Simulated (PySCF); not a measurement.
Be(H)(SH) (BeH₂S), SMILES [BeH][SH]. Atoms are numbered in the order given.

```xyz
4

Be    -0.0011    -1.4138     0.0000
H      0.0422    -2.7435     0.0000
S     -0.0810     0.4881     0.0000
H      1.2582     0.5898     0.0000
```
Charge 0, spin multiplicity 1.

Geometry optimised at ωB97X-D3(BJ)/def2-TZVPD.

All values below come from B3LYP/pcJ-2 in PySCF.

Isotropic couplings with Fermi-contact, spin-dipole and both spin-orbit terms, one fixed conformer, no vibrational averaging. Isotopes: 1H.

### Question
Estimate the spin–spin coupling constants. (An estimate is asked for; the answer gives what the named calculation found.)

### Answer

```json
[
 {"pair": "H2–H4", "bonds apart": "3", "J (Hz)": "-1.2"}
]
```
